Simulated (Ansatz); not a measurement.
Start from `COC(Cl)I` and change one atom or group to get `ClC(Cl)I`.

Ansatz, PBE0-D4/def2-TZVP geometries, multiplicity 1. Each molecule was computed in one conformer, which needn't be the lowest.

Elements past krypton have def2 core potentials.

```json
{"property": "size of the dipole moment (PBE/def2-TZVPP) / D", "`COC(Cl)I`": "2.46"}
{"property": "HOMO energy (PBE0/def2-TZVPP) / eV", "`COC(Cl)I`": "-7.51"}
{"property": "HOMO–LUMO gap (ωB97M-V/def2-TZVPP) / eV", "`COC(Cl)I`": "10.29"}
{"property": "size of the dipole moment (B3LYP/def2-TZVPP) / D", "`COC(Cl)I`": "2.49"}
{"property": "LUMO energy (PBE/def2-TZVPP) / eV", "`COC(Cl)I`": "-2.29"}
{"property": "HOMO–LUMO gap (B3LYP/def2-TZVPP) / eV", "`COC(Cl)I`": "5.62"}
```

Problem. Give the same properties after the change, and the shifts. (Best estimate.)

Solution. The calculation gave: 
| property | `ClC(Cl)I` | shift |
| --- | --- | --- |
| size of the dipole moment (PBE/def2-TZVPP) / D | 0.88 | -1.58 |
| HOMO energy (PBE0/def2-TZVPP) / eV | -7.78 | -0.27 |
| HOMO–LUMO gap (ωB97M-V/def2-TZVPP) / eV | 10.01 | -0.28 |
| size of the dipole moment (B3LYP/def2-TZVPP) / D | 0.94 | -1.55 |
| LUMO energy (PBE/def2-TZVPP) / eV | -2.85 | -0.56 |
| HOMO–LUMO gap (B3LYP/def2-TZVPP) / eV | 5.32 | -0.30 |

With PBE0 the HOMO falls by 0.27 eV and the LUMO falls by 0.58 eV, so the gap narrows by about 0.31 eV. PBE moves the HOMO by -0.25 eV and ωB97M-V by -0.27 eV. The zero-point energy changes by -109.9 kJ/mol with -12 modes. Dipoles are sizes alone; their direction can turn.

B3LYP here is the variant with VWN-RPA as its local correlation; programs differ in this.

Spin–orbit coupling is left out; it splits and shifts lone-pair levels of the heavy atoms by tenths of an eV.
